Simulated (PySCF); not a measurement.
Species: C5H4O2.
Atom-mapped SMILES: `[O:1]=[C:2]([OH:3])[CH:4]=[C:5]1[CH:6]=[CH:7]1`

NICS = −σ at a ghost point: NICS(0) at the centroid of the ring atoms, NICS(1) 1 Å to either side along the normal of their mean plane, zz for the tensor component along that normal. Level: GIAO PBE0/pcSseg-1 (PySCF, non-relativistic, gas phase) on the GFN2-xTB geometry, one conformer.

Ring bond lengths (Å), with Mayer bond orders in brackets: C5–C6 1.439 (0.92), C6–C7 1.329 (1.58), C7–C5 1.438 (0.92).

What do the NICS probes read (ppm)?

| ring | type | NICS(0) | NICS(1), two faces | NICS(1)zz, two faces | rms pucker (Å) | centre to ring atoms, mean (Å) |
| --- | --- | --- | --- | --- | --- | --- |
| C5–C6–C7 | 3-membered carbocycle; formal bonds 1 double, 2 single | -23.2 | -9.2 / -9.2 | -15.0 / -15.0 | 0.00 | 0.81 |

What can be read from them?

- C5–C6–C7: mean NICS(1)zz -15.0 ppm, shielded. NICS(0) lies 14 ppm below the mean NICS(1).

How equal are the bonds by HOMA? HOMA = 1 − mean of α(R − Ropt)² over the ring bonds, with Krygowski's 1993 parameters (CC: Ropt 1.388 Å, α 257.7 Å⁻²).

- C5–C6–C7: HOMA 0.27 = 1 − EN − GEO, with mean bond length 1.402 Å, EN = α(Ropt − mean)² = 0.051 and GEO = α × variance = 0.683.

At the first NICS(1) probe listed for ring C5–C6–C7, 1 Å off the ring, what do the in-plane components average?

The isotropic value is a third of the trace: (3 × -9.2 − (-15.0))/2 = -6.3 ppm.

List the ring angles and the Hirshfeld charges of the ring atoms.

- C5–C6–C7: C5 55.0° (+0.014 e), C6 62.5° (+0.011 e), C7 62.5° (+0.005 e); sum 180.0° against 180° for a flat convex ring.

How shielded are the nuclei of the rings and their hydrogens (means over atoms taken as equivalent)?

| atoms | environment | σ isotropic (ppm) |
| --- | --- | --- |
| C5 | fully substituted alkene carbon | 52.9 |
| C6 | alkene CH carbon | 36.2 |
| C7 | alkene CH carbon | 42.2 |
| H on C6 | vinylic hydrogen | 22.99 |
| H on C7 | vinylic hydrogen | 23.31 |

The values belong to the conformer `[O:1]=[C:2]([OH:3])[CH:4]=[C:5]1[CH:6]=[CH:7]1`: O1–C2–C4–C5 180°, H–O3–C2–O1 0°.
